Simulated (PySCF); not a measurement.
Energy of Cr (chromium, neutral) between two integer charges

The 4s alpha orbital of [Ar] 3d5 4s1 is emptied in steps (occupation f), with all orbitals relaxed, ending at [Ar] 3d5. Calculation: PySCF 2.14, in def2-TZVPPD; the non-relativistic Hamiltonian (point nucleus). The exact energy is a straight line in f; departures are measured from the line between the end points of the same method.

```csv
f,UHF (eV),LDA (eV),PBE (eV)
1,0.000,0.000,0.000
0.9,0.012,-0.265,-0.261
0.7,0.028,-0.621,-0.612
0.5,0.032,-0.743,-0.734
0.3,0.026,-0.625,-0.621
0.1,0.011,-0.268,-0.268
0,0.000,0.000,0.000
```

```csv
method,E(f=0) − E(f=1) (eV),−ε at f=1 (eV),−ε at f=0.5 (eV)
UHF,5.915,6.054,5.910
LDA,7.480,4.546,7.469
PBE,7.266,4.382,7.241
```

Orbital energy along the path (eV):

```json
{"f": "1", "UHF": "-6.054", "LDA": "-4.546", "PBE": "-4.382"}
{"f": "0.9", "UHF": "-6.022", "LDA": "-5.117", "PBE": "-4.941"}
{"f": "0.7", "UHF": "-5.963", "LDA": "-6.282", "PBE": "-6.079"}
{"f": "0.5", "UHF": "-5.910", "LDA": "-7.469", "PBE": "-7.241"}
{"f": "0.3", "UHF": "-5.861", "LDA": "-8.668", "PBE": "-8.427"}
{"f": "0.1", "UHF": "-5.817", "LDA": "-9.861", "PBE": "-9.639"}
{"f": "0", "UHF": "-5.796", "LDA": "-10.447", "PBE": "-10.256"}
```

Reference removal energy between the ground levels: 6.767 eV (measured; NIST Atomic Spectra Database, ionization energies). UHF lacks correlation.
